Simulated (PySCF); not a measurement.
C₆ coefficients of unlike pairs at revPBE

Calculated with PySCF 2.14 from the dipole response of each species, C₆(A,B) = (3/π) ∫ α_A(iu) α_B(iu) du, in atomic units, from isotropic polarisabilities. For ions this is the dispersion term alone; charge-induced terms of lower order in 1/R come first.

| species | configuration | basis | relativity | α (bohr³) | C₆ (like pair) |
| --- | --- | --- | --- | --- | --- |
| V⁺ | [Ar] 3d4 (5D) | aug-cc-pVDZ-DK (7s6p4d2f) | spin-free X2C | 18.86 | 69.87 |
| Hf³⁺ | [Xe] 4f14 5d1 (2D) | def2-TZVPPD with the def2 core potential (60 electrons) (6s5p3d2f1g) | core potential | 6.386 | 25.98 |
| Cl | [Ne] 3s2 3p5 (2P) | aug-cc-pVTZ-DK (6s5p3d2f) | spin-free X2C | 15.06 | 96.87 |

Q: Estimate C₆ for Cl with Hf³⁺.

A: The integral gives 48.41. The combination rule 2 C_A C_B / (C_A α_B/α_A + C_B α_A/α_B) gives 49.18 and the geometric mean 50.17.

No spin-orbit coupling is included.

The other pairs:

```
    pair     C₆
  Cl, V⁺  79.82
Hf³⁺, V⁺  39.43
```
